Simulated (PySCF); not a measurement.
Cl₂Mn (SMILES [Cl][Mn][Cl]), sextet, geometry from GFN2-xTB (such geometries of metal compounds can be far from the true shape); PySCF with SVWN5/pcseg-1.

PySCF was given this input:
```python
from pyscf import gto, scf, dft

mol = gto.M(
    atom='''
Mn    0.000000    0.000000    0.000000
Cl    0.000000    0.000000    1.976145
Cl   -0.000000   -0.000000   -1.976145
''',
    basis='pcseg-1',
    charge=0,
    spin=5,
    verbose=4,
)

mf = dft.UKS(mol)
mf.xc = 'lda,vwn'
mf.diis = False
mf.max_cycle = 100
mf.kernel()
mf.analyze()
```

### Question
Predict the main parts of the log of this PySCF run.

### Answer

```
PySCF version 2.14.0

[INPUT] verbose = 4
[INPUT] num. atoms = 3
[INPUT] num. electrons = 59
[INPUT] charge = 0
[INPUT] spin (= nelec alpha-beta = 2S) = 5
[INPUT] symmetry False subgroup None
[INPUT] Mole.unit = angstrom
[INPUT] Symbol           X                Y                Z      unit          X                Y                Z       unit  Magmom
[...]
nuclear repulsion = 266.30977800715
number of shells = 10
number of NR pGTOs = 169
number of NR cGTOs = 67
basis = pcseg-1
ecp = {}

******** <class 'pyscf.dft.uks.UKS'> ********
method = UKS
initial guess = minao
damping factor = 0
level_shift factor = 0
DIIS disabled
SCF conv_tol = 1e-09
SCF conv_tol_grad = None
SCF max_cycles = 100
direct_scf = True
direct_scf_tol = 1e-13
number electrons alpha = 32  beta = 27
XC library pyscf.dft.libxc version 7.1.2
    S. Lehtola, C. Steigemann, M. J. T. Oliveira, and M. A. L. Marques,  SoftwareX 7, 1–5 (2018)
XC functionals = lda,vwn
    P. A. M. Dirac,  Math. Proc. Cambridge Philos. Soc. 26, 376 (1930)
    F. Bloch,  Z. Phys. 57, 545 (1929)
    S. H. Vosko, L. Wilk, and M. Nusair,  Can. J. Phys. 58, 1200 (1980)
radial grids:
    Treutler-Ahlrichs [JCP 102, 346 (1995); DOI:10.1063/1.469408] (M4) radial grids

becke partition: Becke, JCP 88, 2547 (1988); DOI:10.1063/1.454033
pruning grids: <function nwchem_prune>
grids dens level: 3
symmetrized grids: False
atomic radii adjust function: <function treutler_atomic_radii_adjust>
small_rho_cutoff = 0
Set gradient conv threshold to 3.16228e-05
tot grids = 58664
init E= -2065.17921383888

cycle= 1 E= -2057.11125811826  delta_E= 8.07  |g|= 2.81  |ddm|= 13.3

cycle= 2 E= -2038.23289061714  delta_E= 18.9  |g|= 3.86  |ddm|= 16.3

cycle= 3 E= -1963.47111936451  delta_E= 74.8  |g|= 5.14  |ddm|= 16.8

cycle= 4 E= -1958.04363911992  delta_E= 5.43  |g|= 4.48  |ddm|= 18.3

cycle= 5 E= -1961.93771128759  delta_E= -3.89  |g|= 5.11  |ddm|= 18.5

cycle= 6 E= -1957.99427942899  delta_E= 3.94  |g|= 4.52  |ddm|= 18.5

cycle= 7 E= -1961.93726732525  delta_E= -3.94  |g|= 5.11  |ddm|= 18.5

cycle= 8 E= -1957.99381524787  delta_E= 3.94  |g|= 4.52  |ddm|= 18.5

cycle= 9 E= -1961.93725259362  delta_E= -3.94  |g|= 5.11  |ddm|= 18.5

cycle= 10 E= -1957.99380901253  delta_E= 3.94  |g|= 4.52  |ddm|= 18.5

cycle= 11 E= -1961.93548641833  delta_E= -3.94  |g|= 5.11  |ddm|= 18.5

cycle= 12 E= -1957.99430242359  delta_E= 3.94  |g|= 4.52  |ddm|= 18.5

cycle= 13 E= -1961.52141711737  delta_E= -3.53  |g|= 5.11  |ddm|= 18.5

cycle= 14 E= -1958.12842541325  delta_E= 3.39  |g|= 4.62  |ddm|= 18.4

cycle= 15 E= -1961.33328629822  delta_E= -3.2  |g|= 5.11  |ddm|= 18.4

cycle= 16 E= -1958.21730830415  delta_E= 3.12  |g|= 4.69  |ddm|= 18.4

cycle= 17 E= -1961.31516747506  delta_E= -3.1  |g|= 5.11  |ddm|= 18.4

cycle= 18 E= -1958.22951937215  delta_E= 3.09  |g|=  4.7  |ddm|= 18.4

cycle= 19 E= -1961.31355126857  delta_E= -3.08  |g|= 5.11  |ddm|= 18.4

cycle= 20 E= -1958.2307064423  delta_E= 3.08  |g|=  4.7  |ddm|= 18.4

cycle= 21 E= -1961.3134025017  delta_E= -3.08  |g|= 5.11  |ddm|= 18.4

cycle= 22 E= -1958.23081650277  delta_E= 3.08  |g|=  4.7  |ddm|= 18.4

cycle= 23 E= -1961.31338875098  delta_E= -3.08  |g|= 5.11  |ddm|= 18.4

cycle= 24 E= -1958.23082614044  delta_E= 3.08  |g|=  4.7  |ddm|= 18.4

cycle= 25 E= -1961.31338750874  delta_E= -3.08  |g|= 5.11  |ddm|= 18.4

cycle= 26 E= -1958.23082647418  delta_E= 3.08  |g|=  4.7  |ddm|= 18.4

cycle= 27 E= -1961.31338742602  delta_E= -3.08  |g|= 5.11  |ddm|= 18.4

cycle= 28 E= -1958.23082596835  delta_E= 3.08  |g|=  4.7  |ddm|= 18.4

cycle= 29 E= -1961.31338744965  delta_E= -3.08  |g|= 5.11  |ddm|= 18.4

cycle= 30 E= -1958.2308254145  delta_E= 3.08  |g|=  4.7  |ddm|= 18.4

cycle= 31 E= -1961.31338748134  delta_E= -3.08  |g|= 5.11  |ddm|= 18.4

cycle= 32 E= -1958.23082489093  delta_E= 3.08  |g|=  4.7  |ddm|= 18.4

cycle= 33 E= -1961.31338751163  delta_E= -3.08  |g|= 5.11  |ddm|= 18.4

cycle= 34 E= -1958.23082440813  delta_E= 3.08  |g|=  4.7  |ddm|= 18.4

[...]
cycle= 98 E= -1958.23082113301  delta_E= 3.08  |g|=  4.7  |ddm|= 18.4

cycle= 99 E= -1961.31338772867  delta_E= -3.08  |g|= 5.11  |ddm|= 18.4

cycle= 100 E= -1958.23082113127  delta_E= 3.08  |g|=  4.7  |ddm|= 18.4
SCF not converged.
SCF energy = -1958.23082113127 after 100 cycles  <S^2> = 8.7500299  2S+1 = 6.00001
**** SCF Summaries ****
Total Energy =                       -1958.230821131265202
Nuclear Repulsion Energy =             266.309778007150271
One-electron Energy =                -3524.135668817497844
Two-electron Energy =                 1299.595069679082371
Two-electron Coulomb Energy =         1412.720626346846302
DFT Exchange-Correlation Energy =     -113.125556667763860
**** MO energy ****
                             alpha | beta                alpha | beta
[...]
To work with the spin densities directly, `use mulliken_meta_spin()` only printing them here.

 ** Mulliken spin pop alpha/beta on meta-lowdin orthogonal AOs **
 ** Mulliken Spin Density (per AO)  **
spin_pop of  0 Mn 1s        0.00000
spin_pop of  0 Mn 2s        0.00000
spin_pop of  0 Mn 3s        0.01801
spin_pop of  0 Mn 4s        0.46384
spin_pop of  0 Mn 5s        0.29522
spin_pop of  0 Mn 2px       0.00000
spin_pop of  0 Mn 2py       0.00000
spin_pop of  0 Mn 2pz       0.00000
spin_pop of  0 Mn 3px       0.00000
spin_pop of  0 Mn 3py       0.00000
spin_pop of  0 Mn 3pz       0.00030
spin_pop of  0 Mn 4px       0.00075
spin_pop of  0 Mn 4py       0.00077
spin_pop of  0 Mn 4pz       0.00978
spin_pop of  0 Mn 3dxy      0.00001
spin_pop of  0 Mn 3dyz     -0.00001
spin_pop of  0 Mn 3dz^2     0.00317
spin_pop of  0 Mn 3dxz     -0.00001
spin_pop of  0 Mn 3dx2-y2    0.00001
spin_pop of  0 Mn 4dxy      0.00021
spin_pop of  0 Mn 4dyz      0.00041
spin_pop of  0 Mn 4dz^2     0.04386
spin_pop of  0 Mn 4dxz      0.00042
spin_pop of  0 Mn 4dx2-y2    0.00020
spin_pop of  0 Mn 4f-3      0.00008
spin_pop of  0 Mn 4f-2      0.99970
spin_pop of  0 Mn 4f-1      0.99370
spin_pop of  0 Mn 4f+0      0.01778
spin_pop of  0 Mn 4f+1      0.99371
spin_pop of  0 Mn 4f+2      0.99969
spin_pop of  0 Mn 4f+3      0.00008
spin_pop of  1 Cl 1s       -0.00000
spin_pop of  1 Cl 2s       -0.00003
spin_pop of  1 Cl 3s        0.01164
spin_pop of  1 Cl 4s        0.00079
spin_pop of  1 Cl 2px      -0.00018
spin_pop of  1 Cl 2py      -0.00016
spin_pop of  1 Cl 2pz      -0.00007
spin_pop of  1 Cl 3px       0.00143
spin_pop of  1 Cl 3py       0.00143
spin_pop of  1 Cl 3pz       0.08362
spin_pop of  1 Cl 4px       0.00004
spin_pop of  1 Cl 4py       0.00004
spin_pop of  1 Cl 4pz       0.00081
spin_pop of  1 Cl 3dxy      0.00005
spin_pop of  1 Cl 3dyz      0.00188
spin_pop of  1 Cl 3dz^2     0.01006
spin_pop of  1 Cl 3dxz      0.00188
spin_pop of  1 Cl 3dx2-y2    0.00005
spin_pop of  2 Cl 1s       -0.00000
spin_pop of  2 Cl 2s       -0.00000
spin_pop of  2 Cl 3s        0.00078
spin_pop of  2 Cl 4s        0.00505
spin_pop of  2 Cl 2px       0.00000
spin_pop of  2 Cl 2py       0.00000
spin_pop of  2 Cl 2pz      -0.00014
spin_pop of  2 Cl 3px       0.00066
spin_pop of  2 Cl 3py       0.00066
spin_pop of  2 Cl 3pz       0.03272
spin_pop of  2 Cl 4px       0.00001
spin_pop of  2 Cl 4py       0.00001
spin_pop of  2 Cl 4pz       0.00018
spin_pop of  2 Cl 3dxy      0.00003
spin_pop of  2 Cl 3dyz      0.00119
spin_pop of  2 Cl 3dz^2     0.00267
spin_pop of  2 Cl 3dxz      0.00119
spin_pop of  2 Cl 3dx2-y2    0.00003
 ** Mulliken Spin Density (per atom)  **
spin density of  0 Mn =      4.84169
spin density of  1 Cl =      0.11326
spin density of  2 Cl =      0.04505
 ** Mulliken pop alpha/beta on meta-lowdin orthogonal AOs **
 ** Mulliken pop       alpha | beta **
In total            32.00000 | 27.00000
 ** Mulliken atomic charges   ( Nelec_alpha | Nelec_beta ) **
charge of  0Mn =    -13.69917  (    21.77043     16.92874 )
charge of  1Cl =      6.79582  (     5.15872      5.04546 )
charge of  2Cl =      6.90335  (     5.07085      5.02580 )
Dipole moment(X, Y, Z, Debye):  0.00000, -0.00000, -1.41001
```

Convergence was not reached.
